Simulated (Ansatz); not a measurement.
`CC([SiH3])[SiH3]` → `CC[SiH3]` + `[SiH2]` at 700 K and 1 bar (silylene formation by 1,1-elimination).

Isolated molecules relaxed with PBE0-D4/def2-TZVP in Ansatz; ΔE leaves out vibrations. CBS: MP2 limit from def2 TZ/QZ plus the TZ coupled-cluster correction, frozen cores. This one scheme is used for every species.

| species | CCSD(T)/CBS energy (Eh) | H − E (kJ/mol) | S (J/(mol·K)) |
| --- | --- | --- | --- |
| `CC([SiH3])[SiH3]` | -660.27551 | 368.2 | 496.5 |
| `CC[SiH3]` | -369.99568 | 302.8 | 400.3 |
| `[SiH2]` | -290.19011 | 56.3 | 240.4 |

H − E and S are ideal-gas, rigid-rotor, harmonic terms from PBE0-D4/def2-TZVP. 1 Eh = 2625.50 kJ/mol, R = 8.31446 J/(mol·K).

Task: By hand: ΔE, ΔH, ΔS and ΔG.

Result: ΔE = (-369.99568) + (-290.19011) − (-660.27551) = 0.08972 Eh = 235.6 kJ/mol. Δ(H − E) = 302.8 + 56.3 − 368.2 = -9.1, so ΔH = 226.5 kJ/mol. ΔS = 400.3 + 240.4 − 496.5 = 144.2 J/(mol·K). ΔG = 226.5 − 700 × (144.2)/1000 = 125.6 kJ/mol.

Task: By hand: the equilibrium constant, and the temperature at which ΔG would vanish if ΔH and ΔS stayed fixed.

Result: log₁₀ K = −ΔG/(RT ln 10) = -9.4. ΔG = 0 at ΔH/ΔS = 1571 K.

The number of gas molecules changes by +1, which sets the sign of ΔS. A doubt of 5 kJ/mol in ΔE shifts log₁₀ K by 0.4 here. These are equilibria of isolated gas molecules and say nothing of rates. Largest T1 diagnostic: 0.014 (customary marks: 0.02 for closed shells, 0.045 for open ones).
